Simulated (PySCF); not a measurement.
H4NSi, SMILES [SiH3][NH] (connectivity only; charge and spin as stated), charge -1, multiplicity 1.

Geometry: PBE0-D3(BJ)/def2-TZVPD. The spin state was assumed, not searched. The isomer is the one that the SMILES or the coordinates give; other isomers of the formula were not compared.

The numbers are results of PySCF 2.14.0 with PBE0-D3(BJ)/def2-TZVPD, not measurements.

Frequencies are harmonic and unscaled.

```
mode  ν (cm⁻¹)  IR (km/mol)  Raman (Å⁴/amu)  depolarisation  moving atoms (share of kinetic energy)
----  --------  -----------  --------------  --------------  --------------------------------------
1          269         66.6             2.7            0.75                                  H 93 %
2          639         83.0             4.8            0.27                                  H 93 %
3          673         48.7             3.6            0.75                  H 79 %, Si 12 %, N 9 %
4          806         95.7             4.5            0.36                 H 63 %, N 27 %, Si 10 %
5          928         80.7             8.9            0.75                                  H 96 %
6          945         10.3            19.2            0.21                          H 75 %, N 21 %
7          966         76.9            22.5            0.26                 H 74 %, N 16 %, Si 10 %
8         1024        356.3            23.3            0.06                 H 60 %, Si 26 %, N 15 %
9         1870        553.1           254.7            0.75                                  H 96 %
10        1935        499.9           281.7            0.14                                  H 97 %
11        2062        280.5           216.9            0.14                                  H 97 %
12        3531         21.5           167.2            0.36                                  H 93 %
```
